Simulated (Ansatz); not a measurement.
Ansatz (a first-principles code) input (CCSD(T)/6-31G*):

Ansatz 0.2 input:
```yaml
crystal:
  periodic: [false, false, false]
  atoms:
    - {symbol: Zn, position_ang: [-0.57687527, 0.11435215, 0.25869007]}
    - {symbol: F, position_ang: [0.81343053, 0.55642734, -1.09146355]}
    - {symbol: F, position_ang: [1.10948705, -0.93760116, 0.22916331]}
basis:
  gaussian:
    orbitals: 6-31G*
magnetization: {spin_polarized: true, initial_magnetization: 2}
correlation: {method: ccsd_t, electrons: outside_noble_gas}
```

End of the output:

```
mean field evaluation 448: about -53765.9685 eV, gradient 3.0e1 eV
mean field evaluation 480: about -53775.3565 eV, gradient 2.2e-3 eV
mean field evaluation 512: about -53774.3652 eV, gradient 4.3e0 eV
mean field evaluation 544: about -53765.2412 eV, gradient 3.6e1 eV
mean field evaluation 576: about -53776.2384 eV, gradient 1.4e-1 eV
mean field evaluation 608: about -53775.7257 eV, gradient 1.3e1 eV
mean field evaluation 640: about -53772.8445 eV, gradient 6.1e-2 eV
mean field evaluation 672: about -53772.2154 eV, gradient 1.4e-1 eV
mean field evaluation 704: about -53775.8662 eV, gradient 1.8e-2 eV
mean field evaluation 736: about -53769.2011 eV, gradient 2.4e1 eV
mean field evaluation 768: about -53770.2763 eV, gradient 2.7e-3 eV
mean field -53777.24611543 eV, -1976.2773432156 hartree, gradient 2.4e-6 eV, S^2 2.015433; 19 other end points of the search recorded, 0 dependent functions left out
determinant -53777.24611543 eV, -1976.2773432156 hartree, with singles and doubles -53792.66027695 eV, -1976.8438032032 hartree
determinant -53777.16045800 eV, -1976.2741953629 hartree, with singles and doubles -53792.75471650 eV, -1976.8472737926 hartree
determinant -53776.23880439 eV, -1976.2403252174 hartree, with singles and doubles -53790.97473180 eV, -1976.7818605616 hartree
determinant -53775.86618240 eV, -1976.2266316119 hartree, with singles and doubles -53790.88708081 eV, -1976.7786394470 hartree
determinant -53775.53147476 eV, -1976.2143313332 hartree, with singles and doubles -53791.08362858 eV, -1976.7858624442 hartree
determinant -53775.35647434 eV, -1976.2079001863 hartree, with singles and doubles -53791.15229268 eV, -1976.7883858034 hartree
determinant -53773.86845366 eV, -1976.1532164350 hartree, with singles and doubles -53789.99985269 eV, -1976.7460344150 hartree
determinant -53772.85822204 eV, -1976.1160911077 hartree, with singles and doubles -53786.96779414 eV, -1976.6346083183 hartree
determinant -53777.24611543 eV, -1976.2773432156 hartree, with singles and doubles -53792.72226856 eV, -1976.8460813530 hartree
determinant -53777.16045800 eV, -1976.2741953629 hartree, with singles and doubles -53792.75952072 eV, -1976.8474503445 hartree
11 core orbitals not correlated
reference -53777.16045800 eV, -1976.2741953629 hartree; 14, 12 occupied and 41, 43 virtual orbitals, 575 factors
second order -15.93203018 eV of doubles, -0.00000000 eV of singles
coupled cluster: 0.25 GiB planned
coupled cluster: 0.27 GiB planned
cycle   1  -15.00224701 eV  change   -9.8e-2 eV  update   8.5e-2
cycle   2  -15.46821165 eV  change   -4.7e-1 eV  update   3.5e-2
cycle   3  -15.59697747 eV  change   -1.3e-1 eV  update   2.1e-2
cycle   4  -15.59442942 eV  change    2.5e-3 eV  update   8.3e-3
cycle   5  -15.59425847 eV  change    1.7e-4 eV  update   4.2e-3
cycle   6  -15.59538392 eV  change   -1.1e-3 eV  update   2.7e-3
cycle   7  -15.59677329 eV  change   -1.4e-3 eV  update   2.0e-3
cycle   8  -15.59825917 eV  change   -1.5e-3 eV  update   1.6e-3
cycle   9  -15.59864726 eV  change   -3.9e-4 eV  update   1.1e-3
cycle  10  -15.59903071 eV  change   -3.8e-4 eV  update   5.3e-4
cycle  11  -15.59909903 eV  change   -6.8e-5 eV  update   2.5e-4
cycle  12  -15.59910688 eV  change   -7.8e-6 eV  update   9.7e-5
cycle  13  -15.59907981 eV  change    2.7e-5 eV  update   3.8e-5
cycle  14  -15.59907267 eV  change    7.1e-6 eV  update   1.6e-5
cycle  15  -15.59906921 eV  change    3.5e-6 eV  update   7.4e-6
perturbative correction -0.37663641 eV, -0.0138411327 hartree
WARN: these amplitudes may be one of several solutions (largest doubles amplitude 0.05, level shift 4.33 eV)
Total energy: -53793.13616362 eV, -1976.8612917157 hartree
```

The spin state was set by rule; other spins were not relaxed.

The program attaches cautions to this result: other roots.
